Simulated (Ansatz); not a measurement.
`O=C=[N][Hf]([F])([F])[F]`, relaxed with RKS PBE0-D4/def2-TZVP in Ansatz 0.2.0 from a GFN2-xTB geometry. The force threshold is 0.005 eV/Å; the program also tests the step.

The species carries charge 0 and has multiplicity 1. Hf: def2 effective core potential.

Start:

```xyz
7

O    -1.525    2.344   -1.803
C    -0.997    1.532   -1.176
N    -0.446    0.688   -0.529
Hf    0.473   -0.728    0.560
F     0.441   -0.457    2.384
F     2.267   -0.949    0.195
F    -0.214   -2.429    0.370
```

(1) How much energy does the relaxation release, and in how many steps? (Best estimate.)

(2) Which bonds change most? (Best estimate.)

(3) Give the relaxed structure. (Estimate.)

Results:

(1) Ansatz gave: 4.95 kcal/mol, in 5 steps.

(2) The calculation gave: Hf4–F6 from 1.844 to 1.896 Å; Hf4–F7 from 1.844 to 1.896 Å; Hf4–F5 from 1.844 to 1.896 Å; N3–Hf4 from 2.009 to 2.024 Å.

(3) The calculation gave: 
```xyz
7

O    -1.507    2.316   -1.780
C    -0.974    1.498   -1.151
N    -0.422    0.650   -0.499
Hf    0.505   -0.776    0.597
F     0.382   -0.351    2.440
F     2.333   -0.879    0.103
F    -0.316   -2.457    0.290
```
